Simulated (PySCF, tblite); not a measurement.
Isomers of C4H9PSe. Computed with GFN2-xTB (tblite): harmonic, unscaled wavenumbers at the GFN2-xTB geometry, gas phase. This tight-binding method is rough: wavenumbers can miss measured ones by several per cent, in bad cases by 10 to 20. Modes of hydrogen on phosphorus can be 10 to 20 % off. One conformer each.

Electronic energies: PBE0-D3(BJ)/def2-SVP at its own geometries (PySCF, gas phase).

```csv
SMILES,"electronic energy, lowest = 0 (kJ/mol)"
C=C[P@H](=[Se])CC,18.7
C[C@@H]1C[P@@]1(C)=[Se],12.3
C/C=C/[P@@H](C)=[Se],0.0
```

**Question.** How do GFN2-xTB zero-point energies change the relative energies?

**Answer.** 
```json
{"SMILES": "C/C=C/[P@@H](C)=[Se]", "ZPE (kJ/mol)": "303.7", "of it from modes above 1550 cm⁻¹": "167.4", "electronic (kJ/mol)": "0.0", "with ZPE, lowest = 0 (kJ/mol)": "0.0", "lowest mode (cm⁻¹)": "69", "rings": "0"}
{"SMILES": "C[C@@H]1C[P@@]1(C)=[Se]", "ZPE (kJ/mol)": "311.2", "of it from modes above 1550 cm⁻¹": "162.7", "electronic (kJ/mol)": "12.3", "with ZPE, lowest = 0 (kJ/mol)": "19.8", "lowest mode (cm⁻¹)": "76", "rings": "1"}
{"SMILES": "C=C[P@H](=[Se])CC", "ZPE (kJ/mol)": "305.3", "of it from modes above 1550 cm⁻¹": "167.5", "electronic (kJ/mol)": "18.7", "with ZPE, lowest = 0 (kJ/mol)": "20.3", "lowest mode (cm⁻¹)": "62", "rings": "0"}
```

The zero-point energies span 7.5 kJ/mol, from `C/C=C/[P@@H](C)=[Se]` to `C[C@@H]1C[P@@]1(C)=[Se]`. The order is unchanged.

**Question.** And how do the electronic energies of GFN2-xTB itself compare?

**Answer.** `C/C=C/[P@@H](C)=[Se]` 0.0; `C[C@@H]1C[P@@]1(C)=[Se]` 33.2; `C=C[P@H](=[Se])CC` 24.8 kJ/mol, lowest = 0. Against the energies above, taken from the same isomer `C/C=C/[P@@H](C)=[Se]`, the largest difference is 20.9 kJ/mol. The two levels were optimised apart and needn't hold the same conformer.

**Question.** What do entropy and thermal enthalpy add at 298.15 K and 1 bar (rigid rotor, harmonic oscillator, one conformer each)?

**Answer.** 
```
                 SMILES  point group  symmetry number  S (J/(mol K))  H − H(0) (kJ/mol)  ZPE + H − H(0) − TS (kJ/mol)
   C/C=C/[P@@H](C)=[Se]           C1                1          399.6              26.44                         211.0
C[C@@H]1C[P@@]1(C)=[Se]           C1                1          391.2              25.52                         220.1
      C=C[P@H](=[Se])CC           C1                1          395.5              25.76                         213.1
```
